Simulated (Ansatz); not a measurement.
`[SH][Ti]([SH])([SH])[SH]` + HCl → `[SH][Ti]([SH])([SH])[Cl]` + H₂S  (ligand exchange at a Ti–S bond)

Isolated molecules relaxed with PBE0-D4/def2-TZVP in Ansatz; ΔE leaves out vibrations. CBS: MP2 limit from def2 TZ/QZ plus the TZ coupled-cluster correction, frozen cores. This one scheme is used for every species. DFT in def2-TZVPP. B3LYP here is the variant with VWN-RPA as its local correlation; programs differ in this. For Ti outer-core shells are correlated without core-valence functions, which leaves a few kJ/mol of doubt a bond. Scalar relativity is left out up to krypton. Each species was taken in one conformer, which may not be the lowest.

```tsv
level	ΔE (kJ/mol)
B3LYP-D4	-61.8
ωB97M-V	-62.7
SCS-MP2/def2-TZVPP	-57.8
CCSD(T)/def2-TZVPP	-57.7
```

Q: What does CCSD(T)/CBS give? (An estimate is asked.)

A: Ansatz gave: -58.5 kJ/mol. The listed levels differ from it by -3.3, -4.2, 0.7, 0.8 kJ/mol.

Largest T1 diagnostic among the species: 0.029, so the coupled-cluster value is less sure than usual.

The D4 term adds +3.8 kJ/mol with B3LYP and +2.2 kJ/mol with PBE0; it sums over pairs of atoms, weighted by their polarisabilities, and B3LYP, whose exchange is more repulsive, gets the larger term. In def2-TZVPP, CCSD(T) changes the Hartree–Fock value by +17.6 kJ/mol (the triples alone add +3.9 kJ/mol) and MP2 by +21.2 kJ/mol.
